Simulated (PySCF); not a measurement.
Estimate the missing entries of this data sheet.

Compound: C2H8N2Si2.
SMILES: `C[Si@@H](C#N)N[SiH3]`

Conformer (atom-mapped SMILES and torsion angles): `[CH3:1][Si@@H:2]([C:3]#[N:4])[NH:5][SiH3:6]`: C1–Si2–N5–Si6 144°.

```json
{"property": "point group", "level": "PBE0-D3(BJ)/def2-SVP", "value": "C1"}
{"property": "rotational constants A, B, C", "level": "PBE0-D3(BJ)/def2-SVP", "value": "3.183, 1.316, 0.998 GHz"}
{"property": "dipole moment", "level": "CAM-B3LYP/def2-SVPD", "value": "?"}
{"property": "HOMO energy", "level": "CAM-B3LYP/def2-SVPD", "value": "-9.40 eV"}
{"property": "LUMO energy", "level": "CAM-B3LYP/def2-SVPD", "value": "0.37 eV"}
{"property": "lowest singlet excitation", "level": "TDDFT CAM-B3LYP/def2-SVPD", "value": "6.41 eV (193 nm, f = 0.015)"}
{"property": "strongest line among the 10 lowest singlet transitions", "level": "TDDFT CAM-B3LYP/def2-SVPD", "value": "?"}
{"property": "lowest triplet excitation (Tamm–Dancoff)", "level": "TDA CAM-B3LYP/def2-SVPD", "value": "?"}
{"property": "static isotropic polarisability", "level": "CAM-B3LYP/def2-SVPD", "value": "?"}
{"property": "vertical ionisation energy", "level": "ΔSCF CAM-B3LYP/def2-SVPD", "value": "?"}
{"property": "electronic spatial extent ⟨r²⟩ about the centre of nuclear charge", "level": "CAM-B3LYP/def2-SVPD", "value": "1181 bohr²"}
{"property": "13C chemical shifts (computed TMS as zero) by class", "level": "GIAO KT2/pcSseg-2", "value": "118.7 (1 C), 0.4 (1 C) ppm"}
{"property": "1H chemical shifts (computed TMS as zero) by class", "level": "GIAO KT2/pcSseg-2", "value": "?"}
{"property": "isotropic shieldings of nuclei other than C and H, by class", "level": "GIAO KT2/pcSseg-2", "value": "-71 (1 N), 246 (1 N), 391 (1 Si), 403 (1 Si) ppm"}
```

Gas-phase values; electronic properties from PySCF, density fitting. One conformer (not necessarily the lowest) at the PBE0-D3(BJ)/def2-SVP geometry, without solvent, vibrations or thermal averaging.

Question: The strongest line among the 10 lowest singlet transitions?

Answer: S10 at 8.26 eV (150 nm, f = 0.042).

Question: The lowest triplet excitation (Tamm–Dancoff)?

Answer: 5.77 eV.

Question: What is the static isotropic polarisability?

Answer: 86.3 au.

Question: What is the vertical ionisation energy?

Answer: 10.08 eV.

Question: Give the 1H chemical shifts (computed TMS as zero) by class.

Answer: 4.92 (1 H), 4.88 (3 H), 0.40 (3 H), 0.08 (1 H) ppm.

Question: What is the dipole moment?

Answer: 4.12 D.

The ΔSCF ionisation energy exceeds −ε(HOMO) by 0.68 eV with CAM-B3LYP. The polarisability is 12.79 Å³ as a volume (1 au = 0.148185 Å³), or 1.39 au for each of the 62 electrons. No computed singlet falls in the visible range (750 to 380 nm, 1.65 to 3.26 eV); S1 lies 3.15 eV above its blue end. The vertical singlet–triplet gap S1 − T1 is 0.64 eV (TDDFT singlet less Tamm–Dancoff triplet; S1: HOMO→LUMO, weight 0.93; T1: HOMO−2→LUMO, weight 0.16, beside HOMO→LUMO, weight 0.13). In wavenumbers S1 is 51700 cm⁻¹ (1 eV = 8065.54 cm⁻¹).

For the NMR shielding job (KT2/pcSseg-2), time: 2.2 min wall; peak memory 1.2 GiB. Hardware: an Arm Neoverse N1 with one thread (shared host).
